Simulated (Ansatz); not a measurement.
Ansatz (a program for electronic structure) input (CCSD(T)/6-31G):

Ansatz 0.2 input:
```yaml
crystal:
  periodic: [false, false, false]
  atoms:
    - {symbol: O, position_ang: [0.01915060, -0.02033157, -1.25607661]}
    - {symbol: N, position_ang: [-0.00000000, 0.00000000, -0.00000000]}
    - {symbol: O, position_ang: [1.04214260, 0.28880183, 0.63956302]}
    - {symbol: O, position_ang: [-1.06129321, -0.26847027, 0.61651359]}
basis:
  gaussian:
    orbitals: 6-31G
total_charge: -1
magnetization: {spin_polarized: false}
correlation: {method: ccsd_t, electrons: outside_noble_gas}
```

End of the output:

```
integrals: 0.01 GiB planned
372 factors; integrals over basis functions are off by at most 8.8e-5 eV
mean field: 0.07 GiB planned
mean field evaluation 1: about -7577.6940 eV, gradient 6.1e1 eV
mean field evaluation 2: about -7577.7207 eV, gradient 6.1e1 eV
mean field evaluation 4: about -7585.6206 eV, gradient 3.0e0 eV
mean field evaluation 8: about -7585.6521 eV, gradient 3.5e-4 eV
mean field evaluation 16: about -7585.6128 eV, gradient 2.9e-1 eV
mean field -7585.65210316 eV, -278.7675730513 hartree, gradient 8.4e-6 eV, S^2 0.000000; 0 other end points of the search recorded, 0 dependent functions left out
4 core orbitals not correlated
reference -7585.65210316 eV, -278.7675730513 hartree; 12, 12 occupied and 20, 20 virtual orbitals, 372 factors
second order -13.78988961 eV of doubles, -0.00000000 eV of singles
coupled cluster: 0.06 GiB planned
cycle   1  -12.74163576 eV  change     1.0e0 eV  update   1.3e-1
cycle   2  -13.29158278 eV  change   -5.5e-1 eV  update   4.3e-2
cycle   3  -13.43537398 eV  change   -1.4e-1 eV  update   1.8e-2
cycle   4  -13.42303418 eV  change    1.2e-2 eV  update   3.2e-3
cycle   5  -13.42218776 eV  change    8.5e-4 eV  update   1.1e-3
cycle   6  -13.42200167 eV  change    1.9e-4 eV  update   2.4e-4
cycle   7  -13.42151927 eV  change    4.8e-4 eV  update   7.7e-5
cycle   8  -13.42147194 eV  change    4.7e-5 eV  update   1.8e-5
cycle   9  -13.42147583 eV  change   -3.9e-6 eV  update   4.3e-6
coupled cluster: 0.06 GiB planned
perturbative correction -0.50926038 eV, -0.0187149736 hartree
Total energy: -7599.58283936 eV, -279.2795181643 hartree
```

It need not be the lowest isomer of its formula. Whether it binds its extra electron was not tested at this geometry.
